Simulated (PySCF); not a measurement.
C3H6OSi, SMILES C#C[SiH2]CO. The structure is a stationary point at PBE-D3(BJ)/def2-SVP. The structure was generated by enumeration, and PubChem lists no compound with its InChIKey, so it may never have been made. One conformer was computed; it need not be the lowest.

Computed equilibrium geometry at PBE-D3(BJ)/def2-SVP (PySCF confirms it by a frequency run) as bond lengths and angles (one conformer of several):
Atoms: C1 C2 Si3 C4 O5 H6 H7 H8 H9 H10 H11. Bond lengths (Å): C1–C2 1.229, C1–H6 1.082, C2–Si3 1.839, Si3–C4 1.905, Si3–H7 1.506, Si3–H8 1.501, C4–O5 1.418, C4–H9 1.121, C4–H10 1.119, O5–H11 0.974. Bond angles (°): C2–C1–H6 179.8, C1–C2–Si3 179.2, C2–Si3–C4 110.7, C2–Si3–H7 109.1, C2–Si3–H8 109.2, C4–Si3–H7 108.3, C4–Si3–H8 110.2, H7–Si3–H8 109.4, Si3–C4–O5 108.4, Si3–C4–H9 107.5, Si3–C4–H10 107.7, O5–C4–H9 113.3, O5–C4–H10 113.3, H9–C4–H10 106.3, C4–O5–H11 107.9.
